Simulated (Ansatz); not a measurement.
Reactions of `[CH3][Cd][Cl]`.

Computed with Ansatz on PBE0-D4/def2-TZVP structures; ΔE is electronic, products minus reactants. CCSD(T)/CBS adds triple-zeta CCSD(T) − MP2 to the extrapolated MP2 energy (def2 sets, frozen cores). This one scheme is used for every species. Functionals use def2-TZVPP. B3LYP here is the variant with VWN-RPA as its local correlation; programs differ in this. Elements past krypton have def2 core potentials. For Br, Cd, In, Zn outer-core shells are correlated without core-valence functions, which leaves a few kJ/mol of doubt a bond. Scalar relativity is left out up to krypton. One conformer a species, not always the lowest.

| reaction | PBE0-D4 (kJ/mol) | ωB97M-V (kJ/mol) | B3LYP-D4 (kJ/mol) |
| --- | --- | --- | --- |
| `[CH3][Cd][Cl]` + HBr → `[CH3][Cd][Br]` + HCl | -23 | -22 | -21 |
| `[CH3][Cd][Cl]` + CH₃OH → `C[O][Cd][Cl]` + CH₄ | -1 | -4 | -10 |
| `[CH3][Cd][Cl]` + H–F → `[F][Cd][Cl]` + CH₄ | -37 | -44 | -47 |
| `[CH3][Cd][Cl]` + `COC(=N)Cl` → `[Cl][Cd][Cl]` + `COC(C)=N` | -168 | -173 | -167 |
| `[CH3][Cd][Cl]` + `O[CH2][Zn][SH]` → `[SH][Cd][Cl]` + `[CH3][Zn][CH2]O` | 22 | 19 | 22 |
| `[CH3][Cd][Cl]` + `BC[SiH2]S` → `[CH3][Cd][SH]` + `BC[SiH2]Cl` | 2 | 0 | 1 |
| `[CH3][Cd][Cl]` + H₂S → `[SH][Cd][Cl]` + CH₄ | -104 | -103 | -103 |
| `[CH3][Cd][Cl]` + `Br[SiH]1CCO1` → `[CH3][Cd][Br]` + `Cl[SiH]1CCO1` | -26 | -28 | -27 |
| `[CH3][Cd][Cl]` + H–F → `[CH3][Cd][F]` + HCl | 83 | 78 | 74 |
| `[CH3][Cd][Cl]` + `[NH2][In]([F])[F]` → `[NH2][Cd][Cl]` + `[CH3][In]([F])[F]` | 7 | 7 | 6 |

Problem. Give the CCSD(T)/CBS values in the same order. (Best estimate.)

Solution. Ansatz gave: -23, -5, -39, -177, 20, 0, -104, -25, 83, 8 kJ/mol.

Largest T1 diagnostic: 0.016, for `[NH2][In]([F])[F]`.
